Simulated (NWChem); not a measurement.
System: C₄H₇N; SMILES C=C1CNC1

NWChem input:

```
start job
memory heap 200 mb stack 900 mb global 1100 mb
geometry units angstroms noautoz
  C      0.067314    -1.937385     0.000000
  C     -0.014882    -0.612751     0.000000
  C     -0.045451     0.471029     1.066042
  N      0.204593     1.483774     0.000000
  C     -0.045451     0.471029    -1.066042
  H      0.102242    -2.506529     0.925911
  H      0.102242    -2.506529    -0.925911
  H      0.734662     0.435121     1.837617
  H     -1.022445     0.557455     1.568253
  H     -0.459055     2.254363     0.000000
  H     -1.022445     0.557455    -1.568253
  H      0.734662     0.435121    -1.837617
end
basis spherical
  * library def2-svp
end
dft
  xc pbe0
  iterations 150
  mulliken
end
task dft energy
```

Structure relaxed at the B3LYP/6-31G* (spherical d) level.

Q: Predict the main results of this run. (PBE0/def2-SVP.) Quantities: energy (Ha); highest occupied level (eV); orbital gap (eV); dipole (D).

A: The energy (Ha) is -210.91, the highest occupied level (eV) comes out as -6.33 and the orbital gap (eV) is 6.60. The dipole (D) is 1.34.
